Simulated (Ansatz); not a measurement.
`Sc1ccc(-c2ccc(-c3ccc(S)[se]3)[se]2)[se]1`, relaxed as a singlet with RKS PBE-D4/def2-SVP in Ansatz, starting from the GFN2-xTB geometry. Force threshold 0.03 eV/Å.

Start:

```xyz
25

S    -6.5669   -1.6574   -1.7725
C    -4.8601   -1.3266   -1.5402
C    -3.8494   -1.5601   -2.4261
C    -2.5731   -1.1906   -1.9637
C    -2.5212   -0.6548   -0.7031
C    -1.3654   -0.2077   -0.0067
C    -1.3046    0.3070    1.2651
C    -0.0298    0.6745    1.7132
C     0.9978    0.4728    0.8239
C     2.3779    0.7564    1.0184
C     3.3996    0.5825    0.1208
C     4.6842    0.9490    0.5636
C     4.7243    1.4271    1.8405
S     6.1374    1.9730    2.7242
Se    3.0349    1.4629    2.6491
Se    0.3509   -0.2641   -0.7876
Se   -4.2529   -0.5668    0.0610
H    -6.4304   -2.1430   -3.0057
H    -4.0131   -1.9942   -3.3984
H    -1.6782   -1.3194   -2.5558
H    -2.1957    0.4121    1.8678
H     0.1509    1.0957    2.6922
H     3.2172    0.1866   -0.8677
H     5.5616    0.8601   -0.0558
H     7.0042    1.7252    1.7434
```

| step | energy (eV) | largest force component (eV/Å) | SCF passes |
| --- | --- | --- | --- |
| 1 | -230199.9214 | 0.949 | 29 |
| 2 | -230200.1263 | 0.292 | 23 |
| 3 | -230200.1468 | 0.067 | 23 |
| 4 | -230200.1476 | 0.036 | 24 |
| 5 | -230200.1480 | 0.004 | 24 |

Force components are those of the run's own axes.

End:

Cartesian coordinates in Å:
```
S -6.658 -1.661 -1.739
C -4.934 -1.353 -1.578
C -3.902 -1.589 -2.472
C -2.608 -1.219 -2.011
C -2.537 -0.673 -0.735
C -1.392 -0.210 -0.001
C -1.323 0.312 1.289
C -0.034 0.686 1.743
C 1.014 0.489 0.846
C 2.414 0.764 1.008
C 3.460 0.590 0.109
C 4.756 0.961 0.564
C 4.807 1.450 1.859
S 6.181 2.019 2.798
Se 3.088 1.473 2.643
Se 0.344 -0.253 -0.770
Se -4.283 -0.588 0.022
H -6.580 -2.153 -3.007
H -4.075 -2.032 -3.464
H -1.707 -1.359 -2.629
H -2.221 0.423 1.916
H 0.135 1.111 2.744
H 3.290 0.190 -0.903
H 5.655 0.868 -0.064
H 7.109 1.756 1.834
```

By distances, no bond broke or formed. The bond that changes most is S14–H25, from 1.33 to 1.36 Å (atoms count from 1).

No frequencies were taken in this run, so the end may be a saddle point.

Run time 15 s (2 threads of AMD EPYC 7R13 on a shared host and a share (18 GiB) of an NVIDIA H100 80GB HBM3).
